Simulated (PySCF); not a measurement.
Species, as SMILES: Cl[Si]Cl (closed-shell singlet).
Geometry (B3LYP-D3(BJ)/def2-TZVP, fixed):
```xyz
3

Si    -0.0165     0.0173     0.9364
Cl     1.0611     1.2272    -0.3899
Cl    -1.0475    -1.2415    -0.3813
```
Charge 0, spin multiplicity 1.

Basis-set convergence of the mean static polarisability at PBE0 with PySCF. All functions are spherical. Density fitting with generated auxiliary sets. No added dispersion term, no relativity. Reference: the value in aug-pcseg-3, 58.85 bohr³, itself unsure by roughly 0.3 % (its mean distance from aug-cc-pV(Q+d)Z, aug-pcseg-2, aug-cc-pV(T+d)Z). Deviations are taken from unrounded values. Cost is core time over that of def2-SVP, rough, on shared machines of one kind; a dash marks a row that isn't timed (too short, read off another run, short of memory, by another algorithm or on other hardware).

```
basis              functions  mean static polarisability (bohr³)  minus reference (%)  cost
-----------------  ---------  ----------------------------------  -------------------  ----
def2-SVP                  54                               42.22                -28.3    1×
pcseg-1                   54                               46.65                -20.7    1×
6-31+G*                   66                               49.64                -15.6     -
cc-pV(D+d)Z               69                               44.39                -24.6    2×
6-311G**                  78                               45.88                -22.0    2×
def2-SVPD                 78                               57.76                 -1.9    2×
aug-pcseg-1               81                               58.23                 -1.0    2×
Sadlej pVTZ               96                               58.70                 -0.3    3×
6-311++G(2d,2p)          105                               53.70                 -8.7    3×
cc-pV(T+d)Z              117                               51.20                -13.0    4×
def2-TZVPP               126                               51.08                -13.2    4×
def2-TZVPD               135                               58.71                 -0.2    5×
6-311++G(3df,3pd)        141                               57.61                 -2.1    6×
aug-pcseg-2              150                               58.54                 -0.5    6×
pcseg-3                  192                               54.21                 -7.9   10×
def2-QZVPP               210                               55.99                 -4.9   10×
def2-QZVPPD              234                               58.85                  0.0   20×
aug-pcseg-3              267                               58.85                  0.0   30×
```
